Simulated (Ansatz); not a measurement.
Ansatz (a quantum-chemistry and plane-wave program) input:
A basis named .json is the Basis Set Exchange file of that set.

Ansatz 0.2 input:
```yaml
crystal:
  periodic: [false, false, false]
  atoms:
    - {symbol: Si, position_ang: [-0.65615946, 0.16943735, 0.08108725]}
    - {symbol: N, position_ang: [1.13965194, -0.06476023, -0.26953305]}
    - {symbol: H, position_ang: [-1.18168396, -0.97576100, -0.81447787]}
    - {symbol: H, position_ang: [-0.83999124, -0.68297338, 1.37798810]}
    - {symbol: H, position_ang: [1.68890625, 0.68108461, 0.14004556]}
    - {symbol: H, position_ang: [1.54143775, -0.94115151, 0.04795403]}
basis:
  gaussian:
    orbitals: aug-cc-pV_D+d_Z.json
total_charge: -1
magnetization: {spin_polarized: false}
correlation: {method: ccsd_t, electrons: outside_noble_gas}
output: {forces: true}
```

Predict the final energy.

-346.05534 Eh (CCSD(T)/aug-cc-pV(D+d)Z). The basis has 91 functions.

It need not be the lowest isomer of its formula. Whether it binds its extra electron was not tested at this geometry.
